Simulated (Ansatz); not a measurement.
A structure relaxed at r2SCAN-D4/def2-SVP in Ansatz, charge 0, singlet:

```xyz
8

Si    0.4261   -0.3590    0.8130
Si   -1.8186   -0.9816    1.2188
Si    1.3132   -0.7568   -1.4807
Si   -1.3804    1.4181    1.1847
Si    0.7505    1.9803   -0.0276
Ge    2.7118    0.4586    0.1338
Ge   -1.2315    0.3713   -1.0552
Ge   -0.7710   -2.1309   -0.7868
```

(1) Give its formula.

(2) Summarise the bond lengths by kind (pairs closer than 1.2 times the sum of covalent radii, bridged metal pairs left out).

Answers

(1) Si5Ge3.

(2) 10 × Ge–Si 2.46 to 2.75 Å; 6 × Si–Si 2.36 to 2.56 Å; 1 × Ge–Ge 2.56 Å.

The restricted singlet is unstable towards broken spin symmetry in Hartree–Fock (as tested in another run); at r2SCAN-D4/def2-SVP this wasn't settled. Another isomer (singlet) lies 0.78 eV lower at PBE0-D4/def2-TZVP; other spin states weren't run for this one.
